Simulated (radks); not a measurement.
The holmium ion Ho50+, configuration [Ne] 3s2 3p5. All-electron calculation, non-relativistic Kohn-Sham, TPSS, spin-polarised, spherical densities, point nucleus; open shells are filled with parallel spins first (spin-orbit coupling, left out, can overturn this in heavy ions); meta-GGA in the generalised Kohn-Sham scheme; relativity is left out, which matters for an element this heavy. Program: a radial shooting solver on a logarithmic mesh with Libxc functionals. Some entries of the table are withheld. Estimate them.

orbital  occ.  eigenvalue (eV)  <r> (bohr)  <1/r> (bohr^-1)
1s up       1        -55233.34     0.02262            66.48
1s down     1        -55230.34     0.02262            66.48
2s up       1        -11605.44     0.09495            15.69
2s down     1        -11603.96     0.09494            15.69
2p up       3        -11253.92     0.08045              (1)
2p down     3        -11251.06     0.08045              (2)
3s up       1        -4619.008      0.2266            6.502
3s down     1        -4610.312      0.2267            6.495
3p up       3        -4482.431      0.2147            6.449
3p down     2        -4473.548      0.2148            6.446

Answer. 
(1) 2p up <1/r> (bohr^-1): 15.66
(2) 2p down <1/r> (bohr^-1): 15.66
